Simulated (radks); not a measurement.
Results of a calculation; reference values are marked as such.
Neutral potassium inside a hard spherical wall (all orbitals vanish at R), configuration held at [Ar] 4s1 and not refilled when levels cross. Code: a radial shooting solver on a logarithmic mesh with Libxc functionals. Model: scalar-relativistic Kohn-Sham, LDA (Slater exchange, VWN5 correlation), spin-unpolarised, spherical densities, point nucleus. Eigenvalues in eV, with the zero of energy where the potential of the charges vanishes at infinity; a dash marks a level that is unbound or too diffuse for the functional's potential to be trusted. A positive occupied level is held by the wall or, in an anion where self-interaction has pushed it up, behind a barrier. The pressure on the wall is -dE/dV.

| R (bohr) | E (hartree) | kinetic (hartree) | e(2p) | e(3s) | e(3p) | e(4s) | e(4p, empty) | e(5s, empty) | pressure (GPa) |
|---|---|---|---|---|---|---|---|---|---|
| free | -600.56542 | 603.754 | -280.03 | -35.188 | -18.844 | -2.426 | -0.838 | -0.071 | 0 |
| 20 | -600.56542 | 603.754 | -280.03 | -35.187 | -18.844 | -2.426 | -0.834 | 0.113 | < 0.0001 |
| 12 | -600.56441 | 603.762 | -279.92 | -35.084 | -18.742 | -2.346 | -0.603 | 1.641 | 0.0125 |
| 10 | -600.56095 | 603.781 | -279.71 | -34.876 | -18.537 | -2.151 | -0.197 | 3.368 | 0.0764 |
| 6 | -600.48230 | 604.054 | -278.01 | -33.283 | -16.990 | 0.762 | 4.393 | 18.467 | 4.20 |
| 5 | -600.37659 | 604.386 | -276.75 | -32.206 | -15.950 | 4.068 | 8.943 | 31.718 | 15.5 |
| 3.5 | -599.67078 | 606.783 | -270.18 | -27.501 | -11.169 | 21.867 | 30.443 | 87.298 | 215 |
| 3 | -598.79853 | 609.767 | -263.41 | -22.987 | -6.299 | 39.598 | 50.016 | 133.64 | 676 |
| 2.5 | -596.64233 | 616.728 | -249.91 | -13.634 | 4.039 | 75.960 | 88.121 | 219.29 | 2540 |
| 2 | -590.56614 | 634.295 | -222.63 | 8.755 | 28.573 | 158.44 | 170.51 | 396.20 | 11900 |
| 1.5 | -570.17330 | 685.131 | -165.60 | 76.482 | 99.106 | 377.11 | 378.64 | 827.18 | 77500 |
